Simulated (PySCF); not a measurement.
## Radial density of Cu (copper, neutral)

UHF, [Ar] 3d9 4s1 4p1, one real determinant (an excited configuration). Calculation: PySCF 2.14, in def2-TZVPPD (6s6p4d2f1g, 67 functions); no relativity, point nucleus.

```json
{"r (bohr)": "0.000737", "4πr²ρ (e/bohr)": "0.1086", "4πr²(ρα − ρβ)": "0.0000"}
{"r (bohr)": "0.00124", "4πr²ρ (e/bohr)": "0.2994", "4πr²(ρα − ρβ)": "0.0001"}
{"r (bohr)": "0.00209", "4πr²ρ (e/bohr)": "0.8047", "4πr²(ρα − ρβ)": "0.0002"}
{"r (bohr)": "0.00351", "4πr²ρ (e/bohr)": "2.099", "4πr²(ρα − ρβ)": "0.0006"}
{"r (bohr)": "0.00590", "4πr²ρ (e/bohr)": "5.166", "4πr²(ρα − ρβ)": "0.0016"}
{"r (bohr)": "0.00992", "4πr²ρ (e/bohr)": "11.59", "4πr²(ρα − ρβ)": "0.0034"}
{"r (bohr)": "0.0167", "4πr²ρ (e/bohr)": "22.20", "4πr²(ρα − ρβ)": "0.0062"}
{"r (bohr)": "0.0281", "4πr²ρ (e/bohr)": "32.92", "4πr²(ρα − ρβ)": "0.0081"}
{"r (bohr)": "0.0472", "4πr²ρ (e/bohr)": "33.57", "4πr²(ρα − ρβ)": "0.0064"}
{"r (bohr)": "0.0794", "4πr²ρ (e/bohr)": "27.76", "4πr²(ρα − ρβ)": "0.0133"}
{"r (bohr)": "0.134", "4πr²ρ (e/bohr)": "36.99", "4πr²(ρα − ρβ)": "0.0698"}
{"r (bohr)": "0.225", "4πr²ρ (e/bohr)": "33.67", "4πr²(ρα − ρβ)": "0.2404"}
{"r (bohr)": "0.378", "4πr²ρ (e/bohr)": "17.51", "4πr²(ρα − ρβ)": "0.7899"}
{"r (bohr)": "0.636", "4πr²ρ (e/bohr)": "22.54", "4πr²(ρα − ρβ)": "1.1468"}
{"r (bohr)": "1.07", "4πr²ρ (e/bohr)": "9.883", "4πr²(ρα − ρβ)": "0.6113"}
{"r (bohr)": "1.80", "4πr²ρ (e/bohr)": "1.905", "4πr²(ρα − ρβ)": "0.6051"}
{"r (bohr)": "3.03", "4πr²ρ (e/bohr)": "0.7319", "4πr²(ρα − ρβ)": "0.6496"}
{"r (bohr)": "5.09", "4πr²ρ (e/bohr)": "0.1760", "4πr²(ρα − ρβ)": "0.1759"}
{"r (bohr)": "8.56", "4πr²ρ (e/bohr)": "0.009938", "4πr²(ρα − ρβ)": "0.0099"}
```

⟨L²⟩ = 8.06 against 12 for a pure F term, so this real determinant mixes terms.
